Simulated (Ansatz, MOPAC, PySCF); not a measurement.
Molecule: CsI, net charge 0, singlet state. SMILES: [I][Cs]
Geometry from a B3LYP-D3(BJ)/def2-TZVP (Ansatz, a first-principles code) optimisation:
```xyz
2

Cs     0.0000     0.0000    -1.6572
I      0.0000     0.0000     1.7197
```
Charge 0, spin multiplicity 1.

Wanted: size of the dipole moment, in D. Set-up: no spin-orbit coupling; PM7 with its own dispersion and hydrogen-bond terms; def2 sets with scalar-relativistic core potentials past Kr; LANL2DZ with its own core potentials from Na on; STO-3G and 3-21G all-electron and non-relativistic. First-principles rows: single points at B3LYP-D3(BJ) geometries (Ansatz). Semi-empirical rows: dipoles at the shared geometry.

```
level           program  size of the dipole moment (D)
--------------  -------  -----------------------------
PM7               MOPAC                          13.36
MNDO              MOPAC                          13.29
PBE/LANL2DZ      Ansatz                          13.60
BP86/def2-SVP     PySCF                          11.33
B3LYP/3-21G      Ansatz                          14.25
B3LYP/def2-SVP   Ansatz                          11.56
```

No value to compare with is used here. The 6 habitual levels span 11.33 (BP86/def2-SVP) to 14.25 D (B3LYP/3-21G).

The levels are drawn from those run, B3LYP/6-31G* more often than the rest, none by its result; runs whose electronic state is in doubt are left out.
